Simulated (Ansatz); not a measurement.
**Reading a saddle point**

A first-order saddle point of BH₄SBr, closed shell, PBE0-D4/def2-TZVP, with one imaginary mode of 597i cm⁻¹:

```tsv
atom	x (Å)	y (Å)	z (Å)
B1	-0.5876	-0.3329	-0.3926
S2	1.2494	0.0712	-0.6935
H3	-0.7953	-1.4983	-0.5026
H4	-1.3794	0.5037	-0.6825
H5	0.8298	-0.0029	1.0141
Br6	-0.4700	-0.1523	1.9505
H7	1.1531	1.4115	-0.6933
```

Computed with Ansatz 0.2.0 (basis: def2-TZVPP and def2-QZVPP); correlated methods freeze the cores. Filled d shells of the heavier atoms are correlated. The def2 sets are not built for correlating such inner shells, so the correlated values are less sure here. Extrapolation: Hartree–Fock as exp(−7.88 √X), correlation as X^−2.97.

Q: Which contacts change along the imaginary mode, and what lies on either side? (Judge from chemistry; the calculation decides.)

A: By the calculation: The step is BH₃S ([BH2][SH]) + HBr → BH₂Br ([BH2][Br]) + H₂S (still joined by a long B–S bond), with the molecules in contact on both sides. Shortening one way: B1–Br6, S2–H5; lengthening the same way: B1–S2, H5–Br6.
```json
{"pair": "B1–Br6", "one side (Å)": "4.46", "saddle (Å)": "2.35", "other side (Å)": "2.00"}
{"pair": "S2–H5", "one side (Å)": "2.51", "saddle (Å)": "1.76", "other side (Å)": "1.35"}
{"pair": "B1–S2", "one side (Å)": "1.77", "saddle (Å)": "1.90", "other side (Å)": "1.98"}
{"pair": "H5–Br6", "one side (Å)": "1.43", "saddle (Å)": "1.61", "other side (Å)": "3.18"}
```

Q: Which side is lower, and how far does the saddle lie above each? (To be estimated.)

A: The calculation gives: The side with B1–Br6, S2–H5 short is lower by 6.17 kcal/mol; the saddle lies 20.54 kcal/mol above it and 14.36 kcal/mol above the other (CCSD(T) at an estimated basis limit (MP2 extrapolated from triple and quadruple zeta, plus CCSD(T) − MP2 in triple zeta); electronic energies).

T1 diagnostic: at most 0.011.

Labels in which every atom is bracketed show which atoms are joined, not bond orders.

For scale, one of the runs: CCSD(T)/def2-TZVPP, 177 basis functions (an equivalent command: `ansatz run in.yaml --threads 2`). Time: 67 s of wall clock on 2 CPU threads; the host was shared. Peak host memory: 1.6 GiB.
